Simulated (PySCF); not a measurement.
## F³⁺ (fluorine, charge +3) across methods

[He] 2s2 2p2, high-spin 3P determinant. Calculation: PySCF 2.14, in aug-cc-pVTZ with one added diffuse shell each of s, p, d, f type (6s5p4d3f, 62 functions); the non-relativistic Hamiltonian (point nucleus). The B2PLYP total includes its PT2 part (frozen core); its orbital energies are those of the SCF part.

```tsv
method	E (hartree)	mean ε 2s α (eV)	mean ε 2s β (eV)	mean ε 2p α (eV)	Σ⟨r²⟩ (bohr²)	⟨S²⟩
M06	-95.4676	-96.454	-90.594	-78.052	3.574	2.001
PBE0	-95.4227	-96.977	-90.261	-78.454	3.579	2.001
B2PLYP	-95.4758	-101.11	-92.647	-82.107	3.578	2.002
CAM-B3LYP	-95.4745	-98.196	-91.886	-79.941	3.589	2.001
LDA	-94.8274	-92.559	-87.441	-74.878	3.603	2.001
HSE06	-95.4310	-96.515	-89.834	-78.031	3.580	2.001
UHF	-95.31650	-108.24	-96.187	-88.052	3.571	2.003
r2SCAN	-95.4672	-94.660	-88.064	-76.374	3.574	2.002
PBE	-95.4054	-92.942	-87.717	-75.028	3.588	2.001
```
